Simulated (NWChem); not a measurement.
Everything below was run with NWChem. System: H₆AlOP, charge 0, spin multiplicity 1, displaced from the optimised geometry. The structure started from a generated list of species. Level: CR-CCSD(T)/cc-pVDZ, 11 core orbitals frozen, spin-restricted.

Output (cleaned and shortened):

```
             Northwest Computational Chemistry Package (NWChem) 7.3.0
             --------------------------------------------------------

                                NWChem Input Module
                                -------------------

 Scaling coordinates for geometry "geometry" by  1.889725989
 (inverse scale =  0.529177249)

                             Geometry "geometry" -> ""
                             -------------------------

 Output coordinates in angstroms (scale by  1.889725989 to convert to a.u.)

  No.       Tag          Charge          X              Y              Z
 ---- ---------------- ---------- -------------- -------------- --------------
    1 Al                  13.0000    -0.64419300    -0.08673900     0.92538900
    2 H                    1.0000     0.12432100    -0.77077400     1.81716100
    3 H                    1.0000    -1.97244700    -0.72188800     0.31175100
    4 O                    8.0000    -0.58486100     1.63884100     0.91521800
    5 H                    1.0000    -0.00432000     2.14022500     1.48933400
    6 P                   15.0000     0.76383600    -0.66624000    -1.18870600
    7 H                    1.0000     2.14379600    -0.35312400    -1.30012100
    8 H                    1.0000     0.33419100    -0.13150400    -2.42988500
    9 H                    1.0000     0.83469900    -2.03173100    -1.56681300

 Effective nuclear repulsion energy (a.u.)     145.1762641494

            Nuclear Dipole moment (a.u.)
            ----------------------------
        X                 Y               Z
 ---------------- ---------------- ----------------
    -0.2562789694     0.2281371700    -0.2973710610


 Summary of "ao basis" -> "" (spherical)
 ------------------------------------------------------------------------------
       Tag                 Description            Shells   Functions and Types
 ---------------- ------------------------------  ------  ---------------------
 *                          cc-pvdz                   on all atoms

 Summary of "ao basis" -> "ao basis" (spherical)
 ------------------------------------------------------------------------------
       Tag                 Description            Shells   Functions and Types
 ---------------- ------------------------------  ------  ---------------------
 Al                         cc-pvdz                  8       18   4s3p1d
 H                          cc-pvdz                  3        5   2s1p
 O                          cc-pvdz                  6       14   3s2p1d
 P                          cc-pvdz                  8       18   4s3p1d

                                 NWChem SCF Module
                                 -----------------

  ao basis        = "ao basis"
  functions       =    80
  atoms           =     9
  closed shells   =    21
  open shells     =     0
  charge          =   0.00
  wavefunction    = RHF
  use symmetry    = F
  symmetry adapt  = F

 Summary of "ao basis" -> "ao basis" (spherical)
 ------------------------------------------------------------------------------
       Tag                 Description            Shells   Functions and Types
 ---------------- ------------------------------  ------  ---------------------
 Al                         cc-pvdz                  8       18   4s3p1d
 H                          cc-pvdz                  3        5   2s1p
 O                          cc-pvdz                  6       14   3s2p1d
 P                          cc-pvdz                  8       18   4s3p1d

 Forming initial guess at       0.1s

      Superposition of Atomic Density Guess
      -------------------------------------

 Sum of atomic energies:        -660.28385235

      Non-variational initial energy
      ------------------------------

 Total energy =    -661.009801
 1-e energy   =   -1202.629463
 2-e energy   =     396.443398
 HOMO         =      -0.332603
 LUMO         =       0.025947

 Starting SCF solution at       5.4s

 ----------------------------------------------
         Quadratically convergent ROHF

 Convergence threshold     :          1.000E-07
 Maximum no. of iterations :          100
 Final Fock-matrix accuracy:          1.000E-09
 ----------------------------------------------
[...]
   Bfn.  Coefficient  Atom+Function         Bfn.  Coefficient  Atom+Function
  ----- ------------  ---------------      ----- ------------  ---------------
    51      0.854815  6 P  s                 59      0.645771  6 P  py
    72     -0.597666  8 H  s                 13      0.594260  1 Al pz
    12      0.591234  1 Al py                67     -0.553838  7 H  s
    77      0.419029  9 H  s                 31     -0.249178  4 O  s
    11     -0.202655  1 Al px                25      0.177274  3 H  s

 Vector   23  Occ=0.000000D+00  E= 1.295468D-01
              MO Center=  4.3D-01, -5.8D-01, -5.7D-01, r^2= 7.3D+00
   Bfn.  Coefficient  Atom+Function         Bfn.  Coefficient  Atom+Function
  ----- ------------  ---------------      ----- ------------  ---------------
    51      1.592348  6 P  s                 77     -1.081383  9 H  s
    11     -0.514257  1 Al px                67     -0.465829  7 H  s
    72     -0.467537  8 H  s                 59     -0.453294  6 P  py
    13      0.420200  1 Al pz                12     -0.354429  1 Al py
    25     -0.226413  3 H  s                 31      0.223165  4 O  s

 Vector   24  Occ=0.000000D+00  E= 1.361445D-01
              MO Center=  7.7D-01, -5.6D-01, -1.1D+00, r^2= 3.9D+00
   Bfn.  Coefficient  Atom+Function         Bfn.  Coefficient  Atom+Function
  ----- ------------  ---------------      ----- ------------  ---------------
    67     -1.005464  7 H  s                 58      0.998912  6 P  px
    72      0.977814  8 H  s                 60      0.613010  6 P  pz
    20     -0.276133  2 H  s                  4      0.199990  1 Al s
    55      0.195779  6 P  px                11      0.186668  1 Al px
    66     -0.178678  7 H  s                 71      0.177142  8 H  s

 center of mass
 --------------
 x =  -0.03792765 y =   0.03197023 z =   0.02591019

 moments of inertia (a.u.)
 ------------------
         581.996803473725         109.795847179895         207.448754545478
         109.795847179895         500.430790682924        -185.350946818677
         207.448754545478        -185.350946818677         396.466730228735

  Mulliken analysis of the total density
  --------------------------------------

    Atom       Charge   Shell Charges
 -----------   ------   -------------------------------------------------------
    1 Al  13    12.21   2.00  2.01  0.56  0.12  6.00  0.91  0.29  0.32
    2 H    1     1.28   0.81  0.46  0.01
    3 H    1     1.23   0.71  0.52  0.01
    4 O    8     8.63   2.00  0.81  0.92  2.84  2.05  0.01
    5 H    1     0.83   0.68  0.07  0.08
    6 P   15    14.90   2.00  2.01  0.85  0.71  6.00  1.80  1.38  0.15
    7 H    1     0.98   0.72  0.24  0.02
    8 H    1     0.97   0.71  0.23  0.02
    9 H    1     0.98   0.72  0.24  0.02

       Multipole analysis of the density wrt the origin
       ------------------------------------------------

     L   x y z        total         open         nuclear
     -   - - -        -----         ----         -------
     0   0 0 0     -0.000000      0.000000     42.000000

     1   1 0 0      1.376078      0.000000     -0.256279
     1   0 1 0     -0.459845      0.000000      0.228137
     1   0 0 1     -0.836554      0.000000     -0.297371

     2   2 0 0    -27.418561      0.000000     93.537850
     2   1 1 0      0.899389      0.000000    -56.255222
     2   1 0 1     -0.963821      0.000000   -110.538795
     2   0 2 0    -26.556854      0.000000    136.443371
     2   0 1 1      2.799542      0.000000    101.271733
     2   0 0 2    -22.734957      0.000000    195.322008

                   NWChem Extensible Many-Electron Theory Module
                   ---------------------------------------------


            General Information
            -------------------
      Number of processors :     1
         Wavefunction type : Restricted Hartree-Fock
          No. of electrons :    42
           Alpha electrons :    21
            Beta electrons :    21
           No. of orbitals :   160
            Alpha orbitals :    80
             Beta orbitals :    80
        Alpha frozen cores :    11
         Beta frozen cores :    11
     Alpha frozen virtuals :     0
      Beta frozen virtuals :     0
         Spin multiplicity : singlet
    Number of AO functions :    80
       Number of AO shells :    40
        Use of symmetry is : off
      Symmetry adaption is : off
         Schwarz screening : 0.10D-09

          Correlation Information
          -----------------------
          Calculation type : Coupled-cluster singles & doubles w/ perturbation
   Perturbative correction : Completely renormalized (T)
            Max iterations :      100
        Residual threshold : 0.10D-05
     T(0) DIIS level shift : 0.00D+00
     L(0) DIIS level shift : 0.00D+00
     T(1) DIIS level shift : 0.00D+00
     L(1) DIIS level shift : 0.00D+00
     T(R) DIIS level shift : 0.00D+00
     T(I) DIIS level shift : 0.00D+00
   CC-T/L Amplitude update :  5-th order DIIS
                I/O scheme : Global Array Library
        L-threshold :  0.10D-05
        EOM-threshold :  0.10D-05
 no EOMCCSD initial starts read in
 TCE RESTART OPTIONS
 SLICE:      F
 D4D5:       F
 quantumc:   F
 qrotation:  F
 pwtce:      F
 qducc:      F
 nacto:                         0
 nrotv:                         0
 nrot:                          0

            Memory Information
            ------------------
          Available GA space size is     249030400 doubles
          Available MA space size is     104852356 doubles

 Maximum block size supplied by input
 Maximum block size        24 doubles

 tile_dim =     20

 -------------------------------------------------

 Global array virtual files algorithm will be used

 Parallel file system coherency ......... OK

 4-electron integrals stored in orbital form

 v2    file size   =          5045671
 4-index algorithm nr.  13 is used
 imaxsize =       30
 imaxsize ichop =        0


CCSD iterations
 ---------------------------------------------------------
 Iter          Residuum       Correlation     Cpu    Wall
 ---------------------------------------------------------
    1   0.1731564008493  -0.3997698921964     1.2     1.2
    2   0.0487304662432  -0.4335124764520     1.2     1.2
    3   0.0169789553506  -0.4439514141479     1.3     1.3
    4   0.0068989044254  -0.4465423434682     1.3     1.3
    5   0.0029267117320  -0.4475402226792     1.3     1.3
    6   0.0007754300550  -0.4480279389402     1.4     1.4
    7   0.0004115903363  -0.4481091740567     1.1     1.1
    8   0.0001944171339  -0.4481182226951     1.2     1.2
    9   0.0001254552895  -0.4481202384770     1.1     1.1
   10   0.0000653988612  -0.4481242168467     1.0     1.0
   11   0.0000167771553  -0.4481252088568     1.2     1.2
   12   0.0000074121921  -0.4481277424655     1.1     1.1
   13   0.0000043706190  -0.4481278060189     1.2     1.2
   14   0.0000023799621  -0.4481279312815     1.2     1.2
   15   0.0000014807498  -0.4481279296326     1.2     1.2
   16   0.0000003439365  -0.4481279203702     1.2     1.2
 -----------------------------------------------------------------
 Iterations converged
 CCSD correlation energy / hartree =        -0.448127920370151
 CCSD total energy / hartree       =      -661.475445868541442

 Singles contributions

 Doubles contributions
 CR-CCSD(T)

 CR-CCSD[T]  correction energy / hartree =        -0.007643135478669
 CR-CCSD[T] correlation energy / hartree =        -0.455771055848820
 CR-CCSD[T] total energy / hartree       =      -661.483089004020144
 CR-CCSD(T)  correction energy / hartree =        -0.007207358566390
 CR-CCSD(T) correlation energy / hartree =        -0.455335278936541
 CR-CCSD(T) total energy / hartree       =      -661.482653227107789

 Task  times  cpu:      297.7s     wall:      297.7s

 Total times  cpu:      297.8s     wall:      297.8s
```

Question: Write an NWChem input that would produce this output.

Answer: This is not unique; one that fits is 
```
start mol
memory heap 100 mb stack 700 mb global 1900 mb
geometry units angstroms nocenter noautoz noautosym
  Al    -0.644193    -0.086739     0.925389
  H      0.124321    -0.770774     1.817161
  H     -1.972447    -0.721888     0.311751
  O     -0.584861     1.638841     0.915218
  H     -0.004320     2.140225     1.489334
  P      0.763836    -0.666240    -1.188706
  H      2.143796    -0.353124    -1.300121
  H      0.334191    -0.131504    -2.429885
  H      0.834699    -2.031731    -1.566813
end
basis spherical
  * library cc-pvdz
end
scf
  rhf
  nopen 0
  maxiter 100
  thresh 1e-7
  semidirect memsize 60000000 filesize 0
end
tce
  freeze core 11
  cr-ccsd(t)
  2eorb
  2emet 13
  thresh 1e-6
  maxiter 100
  tilesize 24
end
task tce energy
```
